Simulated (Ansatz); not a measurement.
Geometry optimisation, RHF/def2-SVP (Ansatz 0.2.0).

Input:

```yaml
crystal:
  periodic: [false, false, false]
  atoms:
    - { symbol: Ge, position_ang: [0.0, 0.0, 0.0] }
    - { symbol: H, position_ang: [0.0, 0.0, 1.9] }
    - { symbol: Cl, position_ang: [2.0935, 0.0, -0.7393] }
    - { symbol: H, position_ang: [-0.73, 1.2648, -0.5162] }
    - { symbol: H, position_ang: [-0.73, -1.2648, -0.5162] }
    - { symbol: O, position_ang: [1.0856, 1.6372, 0.6527] }
    - { symbol: H, position_ang: [1.8625, 1.3234, 1.2167] }
    - { symbol: H, position_ang: [0.5492, 0.8282, 1.8011] }
basis:
  gaussian: { orbitals: def2-SVP }
hamiltonian:
  xc: hf
relax:
  f_tol: 0.15
  max_steps: 25
  restrain:
    - { distance: [0, 5], at: 2.97, k: 30.0 }
    - { distance: [7, 1], at: 1.86, k: 30.0 }
    - { distance: [0, 1], at: 1.55, k: 30.0 }
    - { distance: [7, 5], at: 1.01, k: 30.0 }
```

Launched with:

```bash
$ ansatz run input.yaml --threads 1 --pin off --max-ram 2048MiB --backend cpu --events-out ev --progress --plain --runs-dir out
```

Task: Where does it end, and by what steps?

Result: The run converged. The restraints hold the end off the free minimum. After 8 steps the energy has fallen by 5.673 eV (the restraints' own energy left out); O6 moved furthest, 0.84 Å. Parted: Ge1–O6 (2.07 → 2.98 Å). Joined: O6–H8 (1.50 → 0.97 Å).

```
step  energy less start (eV)  largest force component (eV/Å)  accepted
   0                  0.0000                           6.715       yes
   1                 -1.4151                           7.400       yes
   2                 -3.2492                           5.531       yes
   3                 -4.5474                           3.084       yes
   4                 -5.2872                           2.508       yes
   5                 -5.5676                           1.552       yes
   6                 -5.6488                           1.202       yes
   7                 -5.6663                           1.131       yes
   8                 -5.6734                           1.248       yes
```

```xyz
8
Properties=species:S:1:pos:R:3
Ge -0.167 -0.208 -0.104
H -0.126 -0.194 1.437
Cl 1.893 -0.414 -0.791
H -0.765 1.052 -0.704
H -0.889 -1.461 -0.597
O 1.169 1.971 1.423
H 2.056 1.818 1.132
H 0.960 1.224 2.002
```

Time of the run: 25 s on 1 thread of Intel(R) Xeon(R) Platinum 8259CL CPU @ 2.50GHz (Skylake/Cascade Lake), with other jobs on the host, peak memory 0.19 GiB.
